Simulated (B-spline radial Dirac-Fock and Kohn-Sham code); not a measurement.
Electron momentum distribution of Bi⁷⁰⁺: Compton profiles

System: the Bi⁷⁰⁺ ion, [Ne] 3s2 3p1.

Method: the impulse approximation on relativistic Hartree-Fock (Dirac-Fock) wave functions, averaged over the configuration. Computed with a radial finite-basis atomic code. pz is in atomic units of momentum; subshell profiles are per electron, for a selection of subshells; open shells are spread over both j values by their weights.

| pz | J total | J 2s1/2 | J 2p3/2 | J 3p1/2 | J 3p3/2 |
| --- | --- | --- | --- | --- | --- |
| 0 | 0.3313 | 0.0303 | 0.0168 | 0.0354 | 0.0378 |
| 0.6 | 0.3304 | 0.0302 | 0.0168 | 0.0354 | 0.0378 |
| 0.8 | 0.3298 | 0.0302 | 0.0168 | 0.0354 | 0.0378 |
| 1 | 0.3289 | 0.0302 | 0.0168 | 0.0354 | 0.0378 |
| 1.2 | 0.3279 | 0.0301 | 0.0168 | 0.0354 | 0.0378 |
| 1.4 | 0.3266 | 0.0300 | 0.0168 | 0.0354 | 0.0378 |
| 1.6 | 0.3252 | 0.0300 | 0.0168 | 0.0354 | 0.0378 |
| 1.8 | 0.3236 | 0.0299 | 0.0168 | 0.0354 | 0.0378 |
| 2 | 0.3219 | 0.0298 | 0.0168 | 0.0353 | 0.0378 |
| 2.5 | 0.3169 | 0.0296 | 0.0168 | 0.0353 | 0.0377 |
| 3 | 0.3109 | 0.0293 | 0.0168 | 0.0352 | 0.0375 |
| 4 | 0.2967 | 0.0285 | 0.0168 | 0.0348 | 0.0370 |
| 5 | 0.2805 | 0.0275 | 0.0167 | 0.0341 | 0.0360 |
| 7 | 0.2456 | 0.0252 | 0.0166 | 0.0313 | 0.0324 |
| 10 | 0.1991 | 0.0208 | 0.0163 | 0.0240 | 0.0233 |
| 15 | 0.1492 | 0.0133 | 0.0148 | 0.0104 | 0.00872 |
| 20 | 0.1164 | 0.00734 | 0.0123 | 0.00343 | 0.00290 |
| 30 | 0.06491 | 0.00180 | 0.00693 | 0.00166 | 0.00204 |
| 40 | 0.03554 | 0.000810 | 0.00329 | 0.00134 | 0.00132 |
| 60 | 0.01334 | 0.000713 | 0.000669 | 0.000419 | 0.000287 |
| 100 | 0.003206 | 0.000261 | 4.32e-05 | 4.20e-05 | 1.71e-05 |

J(0) = 0.3313. The 3s1/2 subshell gives the largest part, 36 %.

Mean momentum ⟨p⟩ by subshell (a.u.): 1s1/2 92.5, 2s1/2 33.6, 2p1/2 43.7, 2p3/2 37.2, 3s1/2 18.7, 3p1/2 22.1, 3p3/2 20.2.
